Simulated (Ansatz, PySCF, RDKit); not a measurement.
Pair of molecules: NH3 (SMILES N) (first 4 atoms) with H2Se (SMILES [SeH2]); geometry from B3LYP-D3(BJ)/def2-TZVP, rigid monomers moved along the line of their centres of mass till N1···H7 is 2.47 Å.
(charge 0, multiplicity 1):
```xyz
7

N     -0.06812    -0.19824     0.01565
H     -0.97935    -0.30566    -0.41507
H      0.38346     0.60052    -0.41481
H      0.47876    -1.02167    -0.20822
Se    -0.40647     0.24605     3.93504
H      0.92130     0.86576     4.05622
H     -0.25598     0.09341     2.46361
```

Monomers are frozen at their geometry in the pair; levels with a basis set take the counterpoise correction. Rows marked so take none. RDKit's UFF carries no charges.

Cores are frozen in the correlated methods. Filled d and f shells under p-block atoms count as core. CBS: X⁻³ extrapolation of the correlation energy, Hartree–Fock from the larger set. Rows in 3-21G carry no dispersion term and start afresh at each structure; the Pople sets are all-electron and without relativity.

Programs: Ansatz (a program for electronic structure); PySCF for 3-21G rows; RDKit for the force fields. 

Problem. Predict the interaction energy from CCSD(T)/CBS(aug-cc-pVDZ, aug-cc-pVTZ).

Solution. -126 meV

Problem. Give the interaction energy at the level B3LYP/3-21G (no counterpoise).

Solution. -285 meV

Problem. What is the computed interaction energy (UFF)?

Solution. 20 meV
